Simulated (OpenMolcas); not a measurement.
An atom or ion with 73 electrons was computed by MS-CASPT2, IPEA 0.25 Eh, imaginary shift 0.1 Eh with spin-orbit coupling (OpenMolcas, ANO-RCC-VTZP, DKH2). The lowest levels that the run gave, each within 12 % of the measured value where one is at hand:

| J | Parity | E (cm⁻¹) | g |
| --- | --- | --- | --- |
| 3/2 | even | 0.0 | 0.438 |
| 5/2 | even | 1868 | 1.034 |
| 7/2 | even | 3800 | 1.226 |
| 9/2 | even | 5490 | 1.305 |
| 1/2 | even | 5690 | 2.539 |
| 3/2 | even | 5860 | 1.602 |
| 5/2 | even | 8500 | 1.591 |
| 1/2 | even | 8870 | 3.141 |
| 3/2 | even | 9350 | 1.809 |
| 5/2 | even | 10380 | 1.647 |
| 7/2 | even | 10710 | 0.913 |
| 3/2 | even | 11330 | 1.122 |

Which ion is it, and what are the configurations and terms?

Ta (Z = 73, neutral; active space 5 electrons in 6 orbitals (5d 6s)). J, parity and g give the terms where levels are pure, and mixed ones are named by the computed weights; the size of the splittings, set against known spectra of the 73-electron sequence, gives the charge. In order, with the measured energies in cm⁻¹ (NIST Handbook of Basic Atomic Spectroscopic Data): 5d³ 6s² ⁴F_3/2, 5d³ 6s² ⁴F_5/2 (2010), 5d³ 6s² ⁴F_7/2 (3964), 5d³ 6s² ⁴F_9/2 (5621), 5d³ 6s² ⁴P_1/2 (6049), 5d³ 6s² ⁴P_3/2 [72 %] (6069), 5d³ 6s² ⁴P_5/2 (9253), 5d⁴ 6s ⁶D_1/2, 5d⁴ 6s ⁶D_3/2, 5d⁴ 6s ⁶D_5/2, 5d³ 6s² ²G_7/2, 5d³ 6s² ²D_3/2(1) [51 %].

CASPT2 breaks the degeneracy within a term, and the mean is taken; among the terms shown or strongly mixed into the levels shown the widest spread is 1100 cm-1 (5d³ 6s² ⁴F). Blocks of more than 70 roots (2S+1 = 2 even) ran without multistate coupling. Configurations are named by rounded mean occupations; where the s occupation lies near a half they are strongly mixed, a name can repeat and a true partner stay unpaired. A single d shell beside an s shell can misplace configurations of different d count against each other. Computed and measured levels are paired by configuration, term and J; levels that our copy of the source lacks, or whose pairing is in doubt (as where it misses far off the trend of its configuration), stay unpaired and out of the deviations. Only configurations of the active space appear.

A share in square brackets marks a mixed level and gives the weight of the term that names it. A number in round brackets counts repeated terms of one configuration in the order of the reference energies.
